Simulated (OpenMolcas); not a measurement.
Tm³⁺: CASPT2 settings compared

```json
{
  "Program": "OpenMolcas 26.06",
  "Basis": "ANO-R1 [7s5p3d2f]",
  "Scalar Hamiltonian": "X2C, finite nucleus",
  "Active space": "12 electrons in 7 orbitals (4f)",
  "State averaging": "2S+1 = 3 even, 21 roots (18 in the spin-orbit step); 2S+1 = 1 even, 27 roots kept (CI in the orbitals of an earlier block)",
  "Spin-orbit coupling": "RASSI with atomic mean-field integrals over the reference wave functions, term energies averaged over their components"
}
```

Methods on the same reference wave functions:
A. CASSCF
B. SS-CASPT2, IPEA 0.35 Eh, sigma1 regulariser 0.25 Eh (closed shells correlated: 5s 5p)
C. SS-CASPT2, IPEA 0.3 Eh, no level shift (closed shells correlated: 5s 5p)
D. XMS-CASPT2, IPEA 0.75 Eh, sigma1 regulariser 0.1 Eh (closed shells correlated: 5s 5p)

Energies in cm-1 above 4f12 3H6, the measured ground level; measured values from the list in Tchang-Brillet, Wyart, Meftah and Ait Mammar, Atoms 6, 52 (2018).

```tsv
Level	A	B	C	D	Measured
4f12 3H6	0.0	0.0	0.0	0.0	0.0
4f12 3F4 [53 %]	6772	6390	6380	6450	
4f12 3H5	8319	8330	8330	8330	8217
4f12 3H4 [58 %]	13301	13060	13050	13140	12547
4f12 3F3	16297	15430	15410	15850	14410
4f12 3F2	17819	16870	16840	17150	15090
4f12 1G4 [57 %]	21933	22020	22030	21750	21174
```

Deviations, from unrounded energies. A percentage is the sum of absolute deviations over the sum of measured energies, with the sign that they share, or ± where signs differ.

```
                        Against measurement  Levels      A     B     C     D
             mean absolute deviation (cm-1)       5   1200   850   840   960
      fine structure of the ground term (%)       2   +4.1  +3.0  +3.0  +3.4
other terms of the ground configuration (%)       3  +10.6  +7.2  +7.1  +8.1
```

B, C lie about equally close to measurement and A furthest from it. The largest miss of C in the table is 4f12 3F2, by +1800 cm-1. The ranking rests on the paired levels alone, and a cruder setting can come out closer through cancelling errors.

Among B to D the level of the table that moves most is 4f12 3F3, by 440 cm-1 (lowest in C, highest in D). Moves below CASPT2's spread within the term are not significant.

The mean deviations of B to D differ by less than CASPT2's widest spread within a term (800 cm-1), so their order carries little weight.

From A to B the spin-free energies of the other terms of 4f12 shown, above 3H, scale by factors of 0.89 to 1.03.

The lowest spin-free term lies below A's lowest term by 0.446 hartree in B, 0.447 hartree in C, 0.443 hartree in D.

CASPT2 breaks the degeneracy within a term, and the mean is taken; among the terms shown or strongly mixed into the levels shown the widest spread is 800 cm-1 (4f12 3H, D). Some high roots are left out of the spin-orbit mixing, which shifts the levels that they would mix with. Terms from blocks run as CI alone lack orbitals of their own. The basis is small and was not contracted for so high a charge. Without dynamic correlation excited terms often stand tens of per cent too high (terms of higher spin than the ground term too low), and those without a measured partner can miss by more than the paired ones (holds for A). Measured partners are found by configuration, term and J. A level has none where our copy of the source lacks it or the pairing is in doubt (some pairs that miss far off the trend of their configuration count as doubtful), and it then counts in no deviation. Levels of configurations outside the active space are missing. Levels that lie high or do not pair safely by name in every column are left out.

A share in square brackets marks a mixed level and gives the weight of the term that names it, the lowest over the columns.
